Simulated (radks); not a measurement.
Values are calculated unless marked as measured or tabulated.
Coherent X-ray form factor from a spherical all-electron density. Code: a radial shooting solver on a logarithmic mesh with Libxc functionals. Model: non-relativistic Kohn-Sham, r2SCAN, spin-polarised, spherical densities, point nucleus; meta-GGA in the generalised Kohn-Sham scheme.

sin(theta)/lambda (1/angstrom)  f0 (electrons)
0.05                                    10.875
0.1                                     10.529
0.15                                    10.033
0.2                                      9.467
0.25                                     8.888
0.3                                      8.322
0.4                                      7.245
0.5                                      6.226
0.6                                      5.276
0.8                                      3.719
1                                        2.687
1.25                                     1.962
1.5                                      1.596
2                                        1.261

The species is in the configuration that NIST lists as its ground one. Which atom or ion scatters so?

Answer. The silicon ion Si3+, [Ne] 3s(up 0.5, down 0.5). Extrapolating in s^2 from the first two rows gives f0(0) = 11.0, near the electron count 11; among species with that count, the fall with angle is slower the higher Z, and the table is that of Z = 14; from so few rows the species is fixed only to a neighbour or two.
